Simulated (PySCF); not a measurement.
## Calculated data, B₃H₆Si, B₂FH₄Si, BH₆N₂Si, B₂H₄NSi and others

All values are calculated (PySCF 2.14.0). Calculation on a computer-drawn molecule: the log of a Hartree-Fock and frozen-core CCSD(T) single point meant for a local Hartree-Fock minimum, with one planted fault or none, to be diagnosed. Offsets are logged minus clean, where the clean run is the same molecule without the fault. The reference is restricted for singlets and unrestricted otherwise, and also for a bond in bohr or an excited solution. Adding or removing an electron swaps singlet and doublet. The excited solution moves the top pair (singlet) or top alpha electron (doublet) to the lowest empty orbital. Highest occupied and lowest empty are orbital energies over both spins, largest force is the largest gradient component, triples share is (T) over the correlation energy, the T1 limit is 0.02 restricted and 0.045 unrestricted, electrons count all cores, a negative frequency is imaginary (commonest isotopes), and the dipole is about the centre of nuclear charge.

Common to all runs: meant charge 1; meant multiplicity 1; meant basis cc-pV(D+d)Z; logged SCF converged yes; possible faults no fault, one electron removed, one electron added, multiplicity raised by two, geometry at a saddle point, SCF held on an excited solution, minimal basis STO-3G, one bond length entered in bohr, all coordinates scaled.

```yaml
- entry: 1
  formula: B3H6Si
  logged_structure:
    atoms_angstrom:
      - [B, 0.0305, 0.1862, -1.4982]
      - [Si, 0.0999, -1.1061, 0.0696]
      - [B, -1.6215, -1.7068, 0.9688]
      - [B, 1.8905, -1.7965, 0.74]
      - [H, 0.075, 1.3549, -1.2732]
      - [H, -0.0528, -0.2595, -2.5994]
      - [H, -2.167, -2.6826, 0.5581]
      - [H, -2.0386, -1.0668, 1.8824]
      - [H, 2.3278, -2.7975, 0.2654]
      - [H, 2.4545, -1.1814, 1.5896]
  given:
    logged_electrons: 35
    logged_basis_functions: 95
    logged_spin_squared: 0.7711
    "logged_highest_occupied [eV]": -6.5781
    "logged_lowest_empty [eV]": 0.89036
    "logged_largest_force [hartree/bohr]": 0.007302
    logged_T1_diagnostic: 0.018827
    logged_D1_diagnostic: 0.06028
    logged_triples_share: 0.028667
    logged_CC_converged: "yes"
    "logged_dipole_magnitude [debye]": 0.00099284
    logged_SCF_stable_within_its_kind: "yes"
    "logged_energy_HF [hartree]": -366.33179
    "logged_energy_CCSD(T) [hartree]": -366.73581
    drawn_bonds_atom: [1, 2, 2, 1, 1, 3, 3, 4, 4]
    drawn_bonds_other_atom: [2, 3, 4, 5, 6, 7, 8, 9, 10]
    drawn_bonds_order: [1, 1, 1, 1, 1, 1, 1, 1, 1]
  results:
    planted_fault: "one electron added"
    "HF_energy_offset_from_clean_run [kcal/mol]": -130.8
    "CCSD(T)_energy_offset_from_clean_run [kcal/mol]": -143.1
- entry: 2
  formula: B2FH4Si
  logged_structure:
    atoms_angstrom:
      - [B, -0.4679, 2.4009, 0.7738]
      - [Si, -0.6546, 0.8469, -0.5382]
      - [B, -0.6503, -1.1902, -0.3917]
      - [F, -0.8494, 1.3394, -2.0251]
      - [H, -1.4577, 2.8336, 1.2711]
      - [H, 0.624, 2.8177, 0.9937]
      - [H, -1.6899, -1.7393, -0.2132]
      - [H, 0.3918, -1.7546, -0.4902]
  given:
    logged_electrons: 36
    logged_basis_functions: 85
    logged_spin_squared: 0.0
    "logged_highest_occupied [eV]": -11.966
    "logged_lowest_empty [eV]": -10.626
    "logged_largest_force [hartree/bohr]": 0.061494
    logged_CC_converged: "no"
    "logged_dipole_magnitude [debye]": 3.0995
    logged_SCF_stable_within_its_kind: "no"
    "logged_energy_HF [hartree]": -439.38988
    drawn_bonds_atom: [1, 2, 2, 1, 1, 3, 3]
    drawn_bonds_other_atom: [2, 3, 4, 5, 6, 7, 8]
    drawn_bonds_order: [1, 1, 1, 1, 1, 1, 1]
  results:
    planted_fault: "SCF held on an excited solution"
    "HF_energy_offset_from_clean_run [kcal/mol]": 245.8
  notes: ["CCSD not converged"]
- entry: 3
  formula: B2FH4Si
  logged_structure:
    atoms_angstrom:
      - [B, -0.4679, 2.4009, 0.7738]
      - [Si, -0.6546, 0.8469, -0.5382]
      - [B, -0.6503, -1.1902, -0.3917]
      - [F, -0.8494, 1.3394, -2.0251]
      - [H, -1.4577, 2.8336, 1.2711]
      - [H, 0.624, 2.8177, 0.9937]
      - [H, -1.6899, -1.7393, -0.2132]
      - [H, 0.3918, -1.7546, -0.4902]
  given:
    logged_electrons: 36
    logged_basis_functions: 85
    logged_spin_squared: 2.0302
    "logged_highest_occupied [eV]": -13.457
    "logged_lowest_empty [eV]": -8.2546
    "logged_largest_force [hartree/bohr]": 0.027756
    logged_T1_diagnostic: 0.048615
    logged_D1_diagnostic: 0.25675
    logged_triples_share: 0.032348
    logged_CC_converged: "yes"
    "logged_dipole_magnitude [debye]": 3.7429
    logged_SCF_stable_within_its_kind: "yes"
    "logged_energy_HF [hartree]": -439.64299
    "logged_energy_CCSD(T) [hartree]": -440.12593
    drawn_bonds_atom: [1, 2, 2, 1, 1, 3, 3]
    drawn_bonds_other_atom: [2, 3, 4, 5, 6, 7, 8]
    drawn_bonds_order: [1, 1, 1, 1, 1, 1, 1]
  results:
    planted_fault: "multiplicity raised by two"
    "HF_energy_offset_from_clean_run [kcal/mol]": 86.97
    "CCSD(T)_energy_offset_from_clean_run [kcal/mol]": 78.72
  notes: ["T1 above single-reference limit"]
- entry: 4
  formula: B2FH4Si
  logged_structure:
    atoms_angstrom:
      - [B, -0.4679, 2.4009, 0.7738]
      - [Si, -0.6546, 0.8469, -0.5382]
      - [B, -0.6503, -1.1902, -0.3917]
      - [F, -0.8494, 1.3394, -2.0251]
      - [H, -1.4577, 2.8336, 1.2711]
      - [H, 0.624, 2.8177, 0.9937]
      - [H, -1.6899, -1.7393, -0.2132]
      - [H, 0.3918, -1.7546, -0.4902]
  given:
    logged_electrons: 36
    logged_basis_functions: 28
    logged_spin_squared: 0.0
    "logged_highest_occupied [eV]": -15.589
    "logged_lowest_empty [eV]": -1.7669
    "logged_largest_force [hartree/bohr]": 0.016904
    logged_T1_diagnostic: 0.020529
    logged_D1_diagnostic: 0.08559
    logged_triples_share: 0.042417
    logged_CC_converged: "yes"
    "logged_dipole_magnitude [debye]": 2.2404
    logged_SCF_stable_within_its_kind: "yes"
    "logged_energy_HF [hartree]": -434.48305
    "logged_energy_CCSD(T) [hartree]": -434.64902
    drawn_bonds_atom: [1, 2, 2, 1, 1, 3, 3]
    drawn_bonds_other_atom: [2, 3, 4, 5, 6, 7, 8]
    drawn_bonds_order: [1, 1, 1, 1, 1, 1, 1]
  results:
    planted_fault: "minimal basis STO-3G"
    "HF_energy_offset_from_clean_run [kcal/mol]": 3325
    "CCSD(T)_energy_offset_from_clean_run [kcal/mol]": 3516
  notes: ["T1 above single-reference limit"]
- entry: 5
  formula: BH6N2Si
  logged_structure:
    atoms_angstrom:
      - [B, -2.1853, 2.029, 0.8967]
      - [Si, -1.1746, 0.6539, -0.2249]
      - ["N", -0.3618, 1.0972, -1.5842]
      - ["N", -1.1459, -0.9346, 0.2007]
      - [H, -2.736, 1.6595, 1.8831]
      - [H, -2.1945, 3.1601, 0.5315]
      - [H, -0.3383, 2.0489, -1.9066]
      - [H, 0.1589, 0.4825, -2.1852]
      - [H, -0.6754, -1.6691, -0.2987]
      - [H, -1.6169, -1.2772, 1.0198]
  given:
    logged_electrons: 38
    logged_basis_functions: 95
    logged_spin_squared: 2.0332
    "logged_highest_occupied [eV]": -11.351
    "logged_lowest_empty [eV]": -7.1748
    "logged_largest_force [hartree/bohr]": 0.19082
    logged_T1_diagnostic: 0.072483
    logged_D1_diagnostic: 0.46808
    logged_triples_share: 0.031246
    logged_CC_converged: "yes"
    "logged_dipole_magnitude [debye]": 6.9155
    logged_SCF_stable_within_its_kind: "yes"
    "logged_energy_HF [hartree]": -425.66961
    "logged_energy_CCSD(T) [hartree]": -426.21679
    drawn_bonds_atom: [1, 2, 2, 1, 1, 3, 3, 4, 4]
    drawn_bonds_other_atom: [2, 3, 4, 5, 6, 7, 8, 9, 10]
    drawn_bonds_order: [1, 1, 1, 1, 1, 1, 1, 1, 1]
  results:
    planted_fault: "multiplicity raised by two"
    "HF_energy_offset_from_clean_run [kcal/mol]": 96.45
    "CCSD(T)_energy_offset_from_clean_run [kcal/mol]": 102.5
  notes: ["T1 above single-reference limit"]
- entry: 6
  formula: B2H4NSi
  logged_structure:
    atoms_angstrom:
      - [B, 0.4206, 1.6823, 2.9957]
      - [Si, 0.2008, 2.0608, 1.0113]
      - [B, -1.3942, 1.5378, -0.0267]
      - ["N", -3.276, 0.9045, -1.1818]
      - [H, 0.9309, 0.6565, 3.317]
      - [H, 0.0319, 2.4997, 3.7681]
      - [H, 1.2577, 2.7579, 0.2671]
      - [H, -4.0841, 0.6357, -1.6911]
  given:
    logged_electrons: 34
    logged_basis_functions: 85
    logged_spin_squared: 2.0108
    "logged_highest_occupied [eV]": -14.204
    "logged_lowest_empty [eV]": -4.8758
    "logged_largest_force [hartree/bohr]": 0.033805
    logged_T1_diagnostic: 0.024694
    logged_D1_diagnostic: 0.082091
    logged_triples_share: 0.028694
    logged_CC_converged: "yes"
    "logged_dipole_magnitude [debye]": 0.18251
    logged_SCF_stable_within_its_kind: "yes"
    "logged_energy_HF [hartree]": -394.5737
    "logged_energy_CCSD(T) [hartree]": -394.94996
    drawn_bonds_atom: [1, 2, 3, 1, 1, 2, 4]
    drawn_bonds_other_atom: [2, 3, 4, 5, 6, 7, 8]
    drawn_bonds_order: [1, 1, 2, 1, 1, 1, 1]
  results:
    planted_fault: "one bond length entered in bohr, row 3 of the drawn bonds"
    "HF_energy_offset_from_clean_run [kcal/mol]": 123.5
    "CCSD(T)_energy_offset_from_clean_run [kcal/mol]": 172.5
- entry: 7
  formula: B2H4NSi
  logged_structure:
    atoms_angstrom:
      - [B, 0.4206, 1.6823, 2.9957]
      - [Si, 0.2008, 2.0608, 1.0113]
      - [B, -1.3942, 1.5378, -0.0267]
      - ["N", -2.39, 1.2027, -0.6379]
      - [H, 0.9309, 0.6565, 3.317]
      - [H, 0.0319, 2.4997, 3.7681]
      - [H, 1.2577, 2.7579, 0.2671]
      - [H, -3.1981, 0.9338, -1.1473]
  given:
    logged_electrons: 34
    logged_basis_functions: 85
    logged_spin_squared: 0.0
    "logged_highest_occupied [eV]": -16.507
    "logged_lowest_empty [eV]": -6.0148
    "logged_largest_force [hartree/bohr]": 3.6702e-05
    "logged_lowest_frequency [cm^-1]": 112.57
    logged_T1_diagnostic: 0.020143
    logged_D1_diagnostic: 0.062419
    logged_triples_share: 0.036107
    logged_CC_converged: "yes"
    "logged_dipole_magnitude [debye]": 2.9504
    logged_SCF_stable_within_its_kind: "yes"
    "logged_energy_HF [hartree]": -394.77044
    "logged_energy_CCSD(T) [hartree]": -395.22491
    drawn_bonds_atom: [1, 2, 3, 1, 1, 2, 4]
    drawn_bonds_other_atom: [2, 3, 4, 5, 6, 7, 8]
    drawn_bonds_order: [1, 1, 2, 1, 1, 1, 1]
  results:
    planted_fault: "no fault"
    "HF_energy_offset_from_clean_run [kcal/mol]": 0.0
    "CCSD(T)_energy_offset_from_clean_run [kcal/mol]": 0.0
  notes: ["T1 above single-reference limit"]
- entry: 8
  formula: B2H6NSi
  logged_structure:
    atoms_angstrom:
      - [B, -1.6823, -1.3466, 1.2649]
      - [Si, -1.6749, 0.5402, 0.5254]
      - [B, -0.0993, 1.56, -0.3071]
      - ["N", 0.2376, 1.5229, -1.6304]
      - [H, -1.3066, -1.5275, 2.381]
      - [H, -2.0602, -2.2353, 0.5669]
      - [H, -2.9298, 1.2833, 0.75]
      - [H, 1.0433, 2.7718, 1.2197]
      - [H, -0.2315, 1.0085, -2.3481]
      - [H, 1.0151, 2.0532, -1.9783]
  given:
    logged_electrons: 36
    logged_basis_functions: 95
    logged_spin_squared: 0.7557
    "logged_highest_occupied [eV]": -14.066
    "logged_lowest_empty [eV]": -5.0081
    "logged_largest_force [hartree/bohr]": 0.015456
    logged_T1_diagnostic: 0.053363
    logged_D1_diagnostic: 0.23627
    logged_triples_share: 0.035991
    logged_CC_converged: "yes"
    "logged_dipole_magnitude [debye]": 1.2084
    logged_SCF_stable_within_its_kind: "yes"
    "logged_energy_HF [hartree]": -395.87053
    "logged_energy_CCSD(T) [hartree]": -396.34509
    drawn_bonds_atom: [1, 2, 3, 1, 1, 2, 3, 4, 4]
    drawn_bonds_other_atom: [2, 3, 4, 5, 6, 7, 8, 9, 10]
    drawn_bonds_order: [1, 1, 1, 1, 1, 1, 1, 1, 1]
  results:
    planted_fault: "one bond length entered in bohr, row 7 of the drawn bonds"
    "HF_energy_offset_from_clean_run [kcal/mol]": 72.1
    "CCSD(T)_energy_offset_from_clean_run [kcal/mol]": 73.61
  notes: ["T1 above single-reference limit"]
```
